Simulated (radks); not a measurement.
Species: Ir8+. Configuration: [Xe] 4f14 5d1 (the NIST ground configuration). Method: Dirac Kohn-Sham, BLYP, spin-unpolarised, spherical densities, finite nucleus; open shells fill j = l - 1/2 first; Fermi nuclear charge, rms radius 5.4032 fm; computed with a radial shooting solver on a logarithmic mesh with Libxc functionals.

Spin-orbit splittings of the eigenvalues, e(l+1/2) - e(l-1/2), with zeta = 2 splitting/(2l+1) and mean radii in bohr:

shell  occ.  splitting (eV)  zeta (eV)  <r> j=l-1/2  <r> j=l+1/2
2p        6            1628       1085      0.06017      0.06847
3p        6           356.5      237.7       0.1801       0.1954
3d       10           77.08      30.83       0.1704       0.1751
4p        6               ?          ?       0.4265       0.4602
4d       10           15.69      6.275       0.4714       0.4826
4f       14           3.161     0.9032       0.5253       0.5323
5p        6           15.38      10.25        1.017        1.093
5d        1           2.158     0.8632        1.297        1.322

Estimate the 4p splitting.

Answer. 84.42 eV (zeta = 56.28 eV).
